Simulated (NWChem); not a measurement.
System: AlHOI₂; SMILES [Al]([I])([I])[OH]

```xyz
5

Al     0.9265    -0.1041     0.0002
I     -0.4364    -2.1565    -0.0004
I     -0.1222     2.1414     0.0009
O      2.6240    -0.3122     0.0004
H      3.2441     0.4355     0.0017
```
Atoms are numbered in this order, from 1.

Level: PBE-D3(BJ)/def2-SVP with def2 effective core potentials on I (NWChem), optimised geometry, unscaled harmonic frequencies. def2 effective core potentials on I; no spin-orbit coupling.

| frequency (cm⁻¹) | IR intensity (km/mol) |
|---|---|
| 74 | 0.9 |
| 157 | 8.9 |
| 179 | 10.2 |
| 245 | 6.3 |
| 331 | 114.6 |
| 422 | 127.0 |
| 586 | 252.5 |
| 860 | 71.3 |
| 3797 | 106.0 |

```yaml
zero_point_energy: 9.5 kcal/mol
thermal correction to the enthalpy at 298.15 K (with zero-point energy): 14.0 kcal/mol
heat capacity Cv: 18.1 cal/(mol K)
entropy at 298.15 K and 1 atm (symmetry number 1): 87.3 cal/(mol K)
```

Rigid rotor and harmonic oscillator; modes under 100 cm⁻¹ make the entropy uncertain.
